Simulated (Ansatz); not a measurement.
CH5AlOSi, relaxed with RKS PBE0-D4/def2-TZVP in Ansatz 0.2.0 from a PBE-D4/def2-SVP geometry. The force threshold is 0.005 eV/Å; the program also tests the step.

The species carries charge 0 and has multiplicity 1. The bonds changed during the relaxation, so this is another structure than the one it started from.

Start:

```xyz
9

Al    0.899   -0.009    1.354
Si    0.206   -1.140   -0.748
C    -1.095    0.253   -0.696
O     0.167    0.760   -0.210
H     2.444    0.356    1.474
H    -0.169   -0.167    2.531
H     0.833   -1.045   -2.134
H    -1.899    0.235    0.066
H    -1.385    0.758   -1.636
```

```csv
step,energy (eV),largest force (eV/Å),largest move (Å)
1,-17631.1356,0.783,0.000
2,-17631.1774,0.514,0.023
3,-17631.1948,0.127,0.026
4 (rejected),-17631.1916,0.153,0.036
5,-17631.1963,0.041,0.013
6,-17631.1963,0.022,0.007
7,-17631.1964,0.013,0.004
8,-17631.1964,0.005,0.002
```

End:

```xyz
9

Al    0.883   -0.005    1.337
Si    0.218   -1.103   -0.753
C    -1.089    0.229   -0.689
O     0.186    0.722   -0.215
H     2.415    0.347    1.479
H    -0.185   -0.136    2.497
H     0.805   -1.030   -2.134
H    -1.860    0.225    0.078
H    -1.373    0.752   -1.598
```

Hardware: 2 threads of an Arm Neoverse V2 on a shared host. Wall time 32 s, peak host memory 0.38 GiB.
